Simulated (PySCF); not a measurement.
**Shieldings and the share of exact exchange**

Molecule: `BB(C)SC`, C$_{2}$H$_{8}$B$_{2}$S.

Bonds (- single, = double, # triple, : aromatic): B1-B2 1.674 Å, B2-C3 1.579 Å, B2-S4 1.786 Å, S4-C5 1.819 Å. B1 carries H6, H7; C3 carries H8, H9, H10; C5 carries H11, H12, H13.

GIAO shieldings (ppm, equivalent atoms averaged) in PySCF on the PBE0-D3(BJ)/def2-SVP geometry, basis pcSseg-2, gas phase, non-relativistic:

| functional | exact exchange (%) | σ(B1) | σ(B2) | σ(C5) | σ(C3) |
| --- | --- | --- | --- | --- | --- |
| BLYP | 0 | -23.2 | 3.9 | 158.3 | 167.1 |
| BP86 | 0 | -21.0 | 8.2 | 162.7 | 170.2 |
| PBE | 0 | -24.4 | 6.8 | 163.1 | 170.6 |
| B3LYP | 20 | -17.0 | 7.5 | 163.4 | 171.5 |
| mPW1PW91 | 25 | -13.7 | 11.5 | 167.9 | 175.0 |
| BHandHLYP | 50 | -7.1 | 13.7 | 169.7 | 176.9 |
| HF | 100 | 13.3 | 27.7 | 178.6 | 184.4 |

Question: Fit each shielding as a line in the percentage of exact exchange.

Answer: σ(B1) = -23.2 + 0.36 x (rms 1.3 ppm); σ(B2) = 5.5 + 0.21 x (rms 1.8 ppm); σ(C5) = 161.4 + 0.17 x (rms 1.7 ppm); σ(C3) = 169.5 + 0.15 x (rms 1.3 ppm). The functionals also differ in their semilocal parts, which the line can't hold; Hartree–Fock has no correlation at all.

Question: What does the line predict for PBE0 (25 %), and what does the run give?

Answer: σ(B1): -14.2 predicted, -15.4 computed; σ(B2): 10.8 predicted, 11.3 computed; σ(C5): 165.7 predicted, 168.8 computed; σ(C3): 173.2 predicted, 175.6 computed ppm.
